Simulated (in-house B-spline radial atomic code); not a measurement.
# Ionising Sb40+ with different functionals

Computed with a B-spline radial code for spherical atoms: scalar-relativistic (spin-free X2C) Hamiltonian, Fermi nucleus of rms radius 4.6802 fm, spin-polarised at highest spin, spherical fractional occupations for the functionals, the average over the highest-spin determinants for Hartree-Fock. The ionisation energy is the difference of two self-consistent energies, [Ne] 3s1 → [He] 2s2 2p6, without Breit or QED terms; ε is the level of the shell that loses the electron (its least bound occupied spin orbital). There is no spin-orbit coupling in this Hamiltonian.

```tsv
method	rung	ΔSCF (eV)	-ε(3s) (eV)
HF fractional	Hartree-Fock	2901.0	2901.1
Hartree-Fock	Hartree-Fock	2901.0	2901.1
LDA VWN5	LDA	2903.8	2870.1
PBE	GGA	2906.6	2871.3
TPSSh	global hybrid	2904.2	2874.5
LC-wPBE	range-separated hybrid	2906.9	2877.9
```

(1) Among the functionals, which spreads more, the ΔSCF values or the orbital energies?

(2) How do they compare with the NIST value?

Results:

(1) The orbital energies: ΔSCF values span about 3.1 eV and the orbital energies 7.8 eV.

(2) NIST lists 2900.0 eV ± 0.5 (semi-empirical, ground level to ground level). Errors run from +1.0 to +6.9 eV. The correlated functionals all miss on the same side by more than they spread, so the cause is common to them (Breit-QED terms, or a listed next ion that isn't the cheapest removal here) and closeness doesn't rank the functionals. Hartree-Fock also lacks correlation.
